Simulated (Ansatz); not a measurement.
Born–Oppenheimer molecular dynamics of Cl2H2Sn (5 atoms, charge 0, multiplicity 1). It starts from a rough guess of a transition structure, not a stationary point.

Level of theory: Ansatz 0.2.0, UHF/def2-SVP.

* ensemble: NVE (velocity Verlet)
* time step: 0.5 fs
* steps asked: 150
* starting velocities drawn for: 1000 K
* seed: 854158

First frame:

```xyz
5
Properties=species:S:1:pos:R:3
Sn 0.166 -0.675 0.800
Cl 1.735 1.128 0.296
Cl 0.231 -1.793 -1.318
H -0.625 0.868 0.076
H -1.507 0.472 0.146
```

Problem. How far do the bonds stretch over the last three quarters of this one trajectory? (Pairs bonded in most of those frames.)

Solution. 
```
   bond  mean (Å)  spread (Å)  shortest  longest
Sn1–Cl2     2.409       0.104      2.27     2.55
Sn1–Cl3     2.426       0.091      2.29     2.53
  H4–H5     0.788       0.117      0.61     0.94
```

Mean temperature of the second half: 3848 K. The conserved energy stayed within 4.4 meV per atom of its start (net change -0.15 meV per atom), so there is no drift, though single steps change it by up to 22 meV in the whole system, a sign of fast motions only just resolved. The system heated up, since it started high on the potential surface and ran downhill. A run of 0.075 ps of so small a system gives no equilibrium averages. The orbitals stay closed-shell, which can raise the energy where a bond breaks towards radicals; this wasn't checked here.

Time of the run: 3.5 min on 1 thread of Arm Neoverse V2, with other jobs on the host, peak memory 0.17 GiB.
